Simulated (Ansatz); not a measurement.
Cartesian coordinates in Å:
```
C -0.987 1.434 -0.960
Al -0.245 -0.332 -0.652
F -0.500 -1.480 -1.818
Ge 1.062 -1.109 1.297
H -2.070 1.377 -1.111
H -0.565 1.874 -1.870
H -0.794 2.120 -0.132
H 0.368 -2.280 2.020
H 2.460 -1.609 0.885
H 1.271 0.004 2.342
```

Total charge 0; spin multiplicity 1.

Problem. List the PBE/def2-TZVPP orbital energies in eV (the Gaussian-basis code of Ansatz). (An estimate is asked.)

Solution. Ansatz gave: Occupied: -10804.13, -1507.00, -1337.53, -1190.94, -1190.94, -1190.94, -658.91, -268.56, -162.08, -113.52, -113.52, -113.51, -107.25, -69.36, -69.17, -69.09, -29.36, -29.36, -29.30, -29.28, -29.28, -28.21, -17.02, -13.60, -10.82, -9.94, -9.91, -9.37, -9.31, -8.35, -8.24, -8.15, -6.45. Lowest empty: -2.09, -1.02, -0.47, 0.57, 0.97, 1.01, 1.56, 2.12.
